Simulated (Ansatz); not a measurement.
The cluster Ru2H⁻, relaxed as a quintet with UKS r2SCAN-D4/def2-TZVPD in Ansatz, starting from the r2SCAN-D4/def2-TZVPD geometry of the charge -1 singlet. Force threshold 0.02 eV/Å.

In the def2 sets Ru takes a core potential; there is no spin–orbit coupling. The highest occupied level of the charge -1 quintet lies above zero (up to 0.72 eV). It is a level of β spin, whose loss leaves a sextet; that state wasn't run at this geometry and level. The electron is either unbound and held by the finite basis, or the level is raised by self-interaction error. The structure comes from a short search, and lower isomers may exist.

Start:

```csv
atom,x (Å),y (Å),z (Å)
Ru1,0.3621,-0.4051,-0.3303
Ru2,-1.2206,-0.7587,0.8420
H3,0.8585,1.1638,-0.5116
```

| step | energy (eV) | largest force component (eV/Å) | SCF passes |
| --- | --- | --- | --- |
| 1 | -5181.8181 | 3.425 | 70 |
| 2 | -5182.0079 | 0.922 | 80 |
| 3 | -5182.0408 | 0.246 | 74 |
| 4 | -5182.0428 | 0.021 | 73 |
| 5 | -5182.0428 | 0.003 | 74 |

Force components are those of the run's own axes.

End:

```tsv
atom	x (Å)	y (Å)	z (Å)
Ru1	0.4379	-0.4254	-0.3913
Ru2	-1.2507	-0.7250	0.8695
H3	0.8128	1.1504	-0.4782
```

By distances, no bond broke or formed. The bond that changes most is Ru1–Ru2, from 2.00 to 2.13 Å (atoms count from 1).

No frequencies were taken in this run, so the end may be a saddle point.

Hardware: 4 threads of Arm Neoverse V2 on a shared host. Wall time 29 s.
